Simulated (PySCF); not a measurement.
Computed properties of Al(H)(Cl)(Me) (CH4AlCl), SMILES [CH3][AlH][Cl]

Al(H)(Cl)(Me) (CH₄AlCl), SMILES [CH3][AlH][Cl]. Coordinates come from a PBE0-D3(BJ)/def2-TZVP optimisation. One conformer was computed; it need not be the lowest. All values are computed for the isolated molecule unless a solvent is named; none is compared with measurement here.

**Structure.** All 15 harmonic modes at PBE0-D3(BJ)/def2-TZVP (PySCF) are real, so it is a minimum. With heavy atoms numbered as in [AlH:1]([Cl:3])[CH3:4], the shortest bond between them is Al1–C4 at 1.938 Å and the longest Al1–Cl3 at 2.106 Å.

**Vibrations.** The strongest infrared lines (harmonic, unscaled, degenerate partners summed) lie at 755 cm⁻¹ (225 km/mol, H 72 %, C 15 %, Al 13 %), 1953 cm⁻¹ (180 km/mol, H 96 %), 673 cm⁻¹ (88 km/mol, H 75 %, C 16 %, Al 9 %). The softest mode is at 26 cm⁻¹ and the zero-point energy is 27.3 kcal/mol.

**Electronic structure.** PBE0/def2-TZVPD (PySCF) places the frontier levels at -8.23 and -1.20 eV, a gap of 7.03 eV, and gives a dipole moment of 1.89 D and a mean polarisability of 54.1 bohr³.

**Excitations.** TDA-B3LYP/def2-SVPD (PySCF) has S1 at 5.44 eV (228 nm, f = 0.001, dark); the most intense of the 10 singlets computed lies at 8.08 eV (f = 0.12). T1 (TDA) is at 5.12 eV, 0.32 eV under S1. No vertical singlet excitation falls in the visible range (under 3.1 eV).

**NMR.** GIAO shifts at PBE0/pcSseg-2 (PySCF) (non-relativistic, atoms alike by connectivity averaged): ¹³C at -6.0 ppm against TMS; ¹H from -0.1 to 5.5 ppm against TMS. Without spin–orbit terms, shifts of atoms bonded to Cl or Br come out too high.
